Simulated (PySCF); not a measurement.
Species: C5H4F2S.
Cartesian coordinates in Å at the GFN2-xTB level; atoms count from 1:
```xyz
12
C5H4F2S angstrom
F     -2.6831   -0.3758    0.1531
C     -1.8775    0.6659   -0.2190
C     -0.4391    0.2838   -0.0973
C      0.0863   -0.8981    0.3125
C      1.5023   -0.9152    0.3053
C      2.0052    0.2680   -0.1145
F      3.2913    0.5899   -0.2391
S      0.7899    1.4381   -0.5141
H     -2.1382    0.9197   -1.2546
H     -2.1237    1.5122    0.4350
H     -0.5179   -1.7342    0.6126
H      2.1056   -1.7550    0.5940
```

Level of theory: TDDFT CAM-B3LYP/def2-SVPD, vertical, gas phase, core orbitals frozen in the response in PySCF 2.14.0, density-fitted response routines.

Frontier orbitals with the atoms that hold most of them (Löwdin shares over 4%, at most four atoms; ? is withheld):

```
orbital  ε (eV)                           atoms
 HOMO-3  -11.73   S8 42%, F1 14%, C3 13%, C4 6%
 HOMO-2  -11.69   F1 33%, C2 17%, H10 8%, H9 8%
 HOMO-1   -9.04                               ?
   HOMO   -8.12                               ?
   LUMO    0.28  S8 24%, C6 18%, C3 18%, C4 13%
 LUMO+1    0.83     S8 61%, C6 8%, C3 7%, C2 6%
 LUMO+2    1.15     S8 48%, C6 9%, C5 8%, F7 7%
```

**Question.** Which atoms hold the HOMO, and with what shares?

**Answer.** C3 (bonded to 2 C and S) 25%; C6 (bonded to C, F and S) 22%; C4 (bonded to 2 C and H) 15%; C5 (bonded to 2 C and H) 14%.

**Question.** Give the leading atoms of the HOMO-1.

**Answer.** S8 (bonded to 2 C) 46%; C5 (bonded to 2 C and H) 17%; C4 (bonded to 2 C and H) 16%; C6 (bonded to C, F and S) 9%. By element: sulfur 46%, carbon 42% or more.

**Question.** How does S1 compare with the orbital gap of 8.40 eV?

**Answer.** S1 is at 5.47 eV (f = 0.106), 2.93 eV below the gap, made of HOMO→LUMO (96%). Without the coupling terms of the response equations the lowest excitation would equal the gap.

**Question.** One configuration dominates each of S1, S2, S3 and S4. Which, and how do the shares of the two leading atoms of either orbital change from the occupied to the empty one?

**Answer.** 
- S1 (5.47 eV, f 0.106), HOMO→LUMO (96%): C3 25% → 18%, C6 22% → 18%, S8 at most 15% → 24%
- S2 (5.56 eV, f 0.0000), HOMO→LUMO+1 (84%): C3 25% → 7%, C6 22% → 8%, S8 at most 15% → 61%
- S3 (6.08 eV, f 0.084), HOMO-1→LUMO (84%): S8 46% → 24%, C5 17% → at most 14%, C6 9% → 18%
- S4 (6.10 eV, f 0.0001), HOMO-1→LUMO+1 (79%): S8 46% → 61%, C5 17% → at most 7%, C6 9% → 8%

One conformer stands for the species.
